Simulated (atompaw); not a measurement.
## An all-electron radial function and its pseudo partner (silver (Ag))

Columns: radius, all-electron u(r) and pseudo u(r) of the 5s shell (level -3.99 eV) of silver in the configuration [Ar] 3d10 4s2 4p6 4d10 5s1 5p0; PBE, non-relativistic, PAW (atompaw) scheme, atompaw 4.2.0.5.

| r (bohr) | all-electron | pseudo |
| --- | --- | --- |
| 0.110 | -0.0990 | 0.0408 |
| 0.219 | 0.1132 | 0.0810 |
| 0.329 | 0.1432 | 0.1211 |
| 0.438 | 0.0039 | 0.1603 |
| 0.548 | -0.1480 | 0.1991 |
| 0.658 | -0.2372 | 0.2369 |
| 0.767 | -0.2538 | 0.2731 |
| 0.877 | -0.2139 | 0.3084 |
| 0.987 | -0.1385 | 0.3422 |
| 1.096 | -0.0466 | 0.3741 |
| 1.206 | 0.0508 | 0.4044 |
| 1.315 | 0.1441 | 0.4327 |
| 1.425 | 0.2306 | 0.4591 |
| 1.535 | 0.3071 | 0.4835 |
| 1.644 | 0.3727 | 0.5054 |
| 1.754 | 0.4285 | 0.5253 |
| 1.863 | 0.4742 | 0.5427 |
| 1.973 | 0.5114 | 0.5579 |
| 2.083 | 0.5406 | 0.5706 |
| 2.192 | 0.5625 | 0.5808 |
| 2.302 | 0.5784 | 0.5886 |
| 2.412 | 0.5889 | 0.5940 |
| 2.521 | 0.5947 | 0.5968 |
| 2.631 | 0.5965 | 0.5971 |
| 2.740 | 0.5948 | 0.5949 |
| 2.850 | 0.5903 | 0.5903 |

(1) How many radial nodes do the two functions have?

(2) Is the pseudo-wave norm-conserving?

Answers

(1) The all-electron 5s function has n − l − 1 = 4 (the table is too coarse to show those close to the nucleus); the pseudo-wave has 0, since the states of the same l below it are removed with the core.

(2) No, it belongs to a PAW set: the norm inside the radius is not constrained, and the difference is carried by the augmentation charge.
